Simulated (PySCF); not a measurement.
## Correlation energy of P⁺ (phosphorus, charge +1)

[Ne] 3s2 3p1 4s1, high-spin 3P determinant (an excited configuration). All numbers are calculated (PySCF 2.14, scalar relativity by spin-free X2C-1e, in aug-cc-pVQZ-DK (7s6p4d3f2g, 84 functions)). Frozen: [Ne]; 4 electrons correlated.

```tsv
level	correlation energy (mhartree)
CCSD	-77.50
(T)	-2.58
CCSD(T)	-80.08
```

Diagnostics: T1 = 0.017, D1 = 0.0403, largest double amplitude 0.099.

The outer electron is Rydberg-like, and this basis confines it to a smaller radius and binds it less than a complete one would.

Cost of the coupled-cluster step: about 23 core-seconds, for 4 correlated electrons.
